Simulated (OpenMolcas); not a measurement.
Ag5+ among 5 point charges of -2 e arranged as a trigonal bipyramid (D3h). The axial distance is 0.94 times the equatorial one, R.

| Quantity | Value |
| --- | --- |
| Program | OpenMolcas |
| Method | CASSCF |
| Basis | ANO-RCC-VDZP [6s5p3d1f] |
| Scalar Hamiltonian | DKH2, point nucleus |
| Active space | 6 electrons in 5 orbitals (4d) |
| State averaging | 2S+1 = 5 even, 5 roots; 2S+1 = 3 even, 45 roots; 2S+1 = 1 even, 50 roots |
| Spin-orbit coupling | state interaction with AMFI integrals over the reference wave functions |

All point charges move together. At R = 1.94 Å the first state of the same spin is 2598 cm-1, and at R = 2.22 Å it is 2136 cm-1.

Question: A third run gives 2354 cm-1. What distance was it run at?

Answer: With a power law R^-n the two known points give n = -ln(2136 / 2598) / ln(2.22 / 1.94) = 1.45. Then R = 1.94 × (2598 / 2354)^(1/1.45) = 2.077 Å. The run was at 2.09 Å, so the estimate is off by -0.013 Å.

An orbital doublet at a regular site is open to a Jahn-Teller distortion, which this geometry leaves out. Without dynamic correlation the repulsion within the d shell is too large (B by tens of per cent), so at a given field states of lower spin stand too high. Point charges give a weaker field than real ligands, and real ions of this kind are as a rule low spin; the high spin found here belongs to the model. This is an electrostatic model: the charges have no orbitals. No measured value stands beside these numbers.
